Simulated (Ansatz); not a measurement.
PHAuF3⁻, that is Au(PF3)H with one electron more. The state is a doublet with charge -1. Geometry PBE-D4/def2-SVP, that of the neutral singlet; atoms count from 1.

Cartesian coordinates in Å:
```
Au 1.610 0.319 -0.073
P -0.644 -0.123 0.030
F -1.672 1.080 -0.198
F -1.239 -0.716 1.390
F -1.252 -1.181 -1.003
H 3.196 0.621 -0.146
```

In the def2 sets Au takes a core potential; there is no spin–orbit coupling. The highest occupied level of the charge -1 doublet lies above zero (up to 1.53 eV). By energy differences its removal costs 0.15 eV (vertical, to the charge 0 singlet, at PBE0-D4/def2-TZVPD); a positive level beside a positive removal energy at the same level points to self-interaction error.

Question: Estimate the Mulliken populations from the PBE0/def2-TZVPD orbitals of Ansatz.

Answer: 
| atom | charge (e) | spin (α − β) | d electrons |
| --- | --- | --- | --- |
| Au1 | -0.78 | 0.44 | 9.52 |
| P2 | 0.51 | 0.61 | – |
| F3 | -0.21 | -0.03 | – |
| F4 | -0.22 | -0.02 | – |
| F5 | -0.26 | 0.02 | – |
| H6 | -0.04 | -0.03 | – |
Mulliken values and Mayer orders depend strongly on the basis. With diffuse functions, as here, like atoms can get unlike values, and bond orders can come out too low or too high.

Question: Where does the spin sit?

Answer: Summed by element: Au 0.44, P 0.61, F -0.02, H -0.03, of 1 unpaired in all. Largest on single atoms: P2 0.61, Au1 0.44, H6 -0.03.

Question: And the Mayer bond orders between bonded heavy atoms (over 0.3)?

Answer: Au1–P2 1.33 (2.30 Å); P2–F3 0.94 (1.60 Å); P2–F4 0.94 (1.60 Å); P2–F5 1.01 (1.60 Å).
